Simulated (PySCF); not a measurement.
A PySCF script (with the pyscf-properties extension) for the NMR shieldings of 4-amino-1-fluorobenzene (SMILES c1cc(N)ccc1F), on a GFN2-xTB geometry:

```python
import basis_set_exchange as bse
import numpy as np
from pyscf import gto, dft
from pyscf.prop import nmr

atoms = """
N     2.296998   -0.232257    0.105963
C     0.927708   -0.091395    0.028037
C     0.331427    1.157672    0.213492
C    -1.042620    1.291416    0.207567
C    -1.824955    0.167949    0.014745
F    -3.174303    0.295303    0.006650
C    -1.264639   -1.081839   -0.173592
C     0.110201   -1.206564   -0.167191
H     2.844223    0.601229   -0.032301
H     2.687809   -1.065955   -0.300765
H     0.956565    2.025582    0.363735
H    -1.510878    2.252716    0.348486
H    -1.902207   -1.938541   -0.324451
H     0.563994   -2.175788   -0.312541
"""
names = dict.fromkeys(["N", "C", "F", "H"], "pcSseg-1")
basis = {el: gto.basis.parse(bse.get_basis(n, elements=[el], fmt="nwchem")) for el, n in names.items()}
mol = gto.M(atom=atoms, basis=basis, charge=0, verbose=0)
mf = dft.RKS(mol, xc="PBE0")
mf.grids.level = 2
mf.grids.alignment = dft.numint.BLKSIZE   # the property module wants whole blocks of grid points
mf.conv_tol = 1e-9
mf.kernel()

calc = nmr.RKS(mf)   # GIAO
C = mf.mo_coeff
Co = C[:, mf.mo_occ > 0]
resp = mf.gen_response(singlet=True, hermi=2)
def vind(x):   # induced exchange potential for any number of trial vectors
    d = np.einsum("pi,xij,qj->xpq", C, 2 * x.reshape(-1, C.shape[1], Co.shape[1]), Co, optimize=True)
    return np.einsum("xpq,pi,qj->xij", resp(d - d.transpose(0, 2, 1)), C, Co, optimize=True).ravel()
mo1, _ = nmr.rhf.solve_mo1(calc, with_cphf=vind)
sigma = calc.kernel(mo1)
for i, s in enumerate(sigma):   # ppm
    print("%2d %-2s %9.2f" % (i, mol.atom_pure_symbol(i), np.trace(s) / 3))
```

Question: What does it print?

Answer: 
```
 0 N     194.19
 1 C      38.85
 2 C      70.02
 3 C      64.74
 4 C      22.48
 5 F     305.76
 6 C      64.74
 7 C      70.01
 8 H      28.41
 9 H      28.41
10 H      25.08
11 H      24.57
12 H      24.57
13 H      25.08
```

These numbers come from an equivalent density-fitted implementation of the same equations, which agrees with the script to about 0.01 ppm for H and up to a few tenths of a ppm for heavy atoms, so last digits may differ.

Question: Turn these shieldings into chemical shifts. Referencing at the same level of theory: ¹⁵N (267.73 ppm) vs NH3; ¹³C (186.93 ppm) and ¹H (31.72 ppm) against TMS; CFCl3 for ¹⁹F (170.95 ppm).

Answer: Averaging equivalent atoms: N 0: 73.5; C 4: 164.4; C 1: 148.1; C 3/6: 122.2; C 2/7: 116.9; F 5: -134.8; H 11/12: 7.15; H 10/13: 6.64; H 8/9: 3.30 ppm. Unscaled 19F shifts against computed CFCl3 carry errors that often reach 10 to 50 ppm. Experimental scales use liquid or dissolved standards, which lie at an offset from isolated NH3 (liquid NH3: subtract about 20 ppm).

Size and cost of the density-fitted run: 166 basis functions, 29 s wall time on 1 thread of an x86-64 server CPU, shared host.
